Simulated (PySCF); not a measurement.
# Structure elucidation problem

The spectra below were simulated for a compound C5H3FN2Si.

¹H NMR (600 MHz, computed): δ 7.51 (m, 1H), 5.20 (m, 1H), 5.11 (m, 1H).

¹³C{¹H} NMR (computed): δ 168.0 (CH), 144.2 (C), 120.3 (C), 117.5 (C), 86.5 (C).

- geometry: GFN2-xTB
- GIAO PBE0/pcSseg-1 shieldings
- run in PySCF 2.14
- non-relativistic Hamiltonian, one conformer, no solvent

Referencing at the same level of theory: ¹H (σ = 31.72 ppm) and ¹³C (σ = 186.93 ppm) against TMS.

Q: What is the structure?

A: 
- The formula gives 6 degrees of unsaturation (1 ring in the answer).
- 5 carbon signals for 5 carbons: no two carbons are equivalent.
- Carbon types of the structure: 4 × C, 1 × CH, leaving 2 H on heteroatoms.
- δC 168.0: alkene CH.
- δC 144.2: fully substituted alkene carbon; as expected for a trigonal carbon in a double bond.
- δC 120.3, 117.5: nitrile carbon; typical of a nitrile.
- δC 86.5: allylic fully substituted sp3 carbon bonded to F and Si; pulled downfield by the heteroatom.
- δH 7.51: hydrogen on an alkene CH; olefinic region.
- δH 5.20, 5.11: hydrogen on a silicon bonded to 2 C, in a 4-membered ring.

Structure: `C(#N)C1=C[SiH2][C@@]1(F)C#N`.

The shifts were computed for this structure.

Splittings by ¹⁹F in the carbon and heteronuclear signals aren't shown, as no couplings were computed. Shifts are as computed. Against solution values, carbons near 30 ppm lie about +3 ppm off and those near 130 ppm about +5 ppm. Of 1211 compounds with measured shifts, 218 miss one by over three times the rms of a fit or turn the order of signals round; such compounds aren't used in these exercises. Multiplicities follow the n + 1 count of equivalent neighbours, as no J values were calculated; m marks all less simple cases, F and P coupling included.
